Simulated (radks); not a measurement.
Results of a calculation; reference values are marked as such.
Spherical quantum dot in the effective-mass picture: electrons in a parabolic well V = omega^2 r^2 / 2 with omega = 4.91, all in effective atomic units (hartree* = m*/eps^2 hartree, bohr* = eps/m* bohr), one dielectric constant everywhere. Level of theory: non-relativistic Kohn-Sham, PBEsol, spin-polarised, spherical densities (a radial shooting solver with Libxc functionals). Levels are named by radial order and angular momentum (1s, 1p, 1d, 2s, ...), and open shells are averaged over m.

N = 22, configuration 1s2 1p6 1d10 2s2 1f(up 2, down 0). This is the lowest configuration that the search found. Occupied and some empty levels:

level    occupation  eigenvalue (hartree*)  <r> (bohr*)
1s up             1                 31.501       0.6394
1s down           1                 31.532       0.6370
1p up             3                 34.641       0.8222
1p down           3                 34.695       0.8201
1d up             5                 38.012       0.9572
1d down           5                 38.082       0.9559
2s up             1                 38.407       0.8616
2s down           1                 38.464       0.8621
1f up             2                 41.588        1.067
1f down           0                 41.668        1.066
2p up             0                 42.194       0.9771
2p down           0                 42.248       0.9779
1g up             0                 45.345        1.162
1g down           0                 45.427        1.162
2d up             0                 46.091        1.084
2d down           0                 46.145        1.085

Energy (hartree*): total 576.180, kinetic 123.45, external 233.55, Hartree 242.69, exchange-correlation -23.502.

Electron density:

r (bohr*)  n(r) (e/bohr*^3)
0.0847                5.356
0.226                 4.699
0.368                 4.024
0.509                 3.755
0.651                 3.736
0.792                 3.486
0.934                 2.763
1.07                  1.774
1.22                 0.8997
1.36                 0.3605
1.50                 0.1129
1.64                0.02822
1.78               0.005516
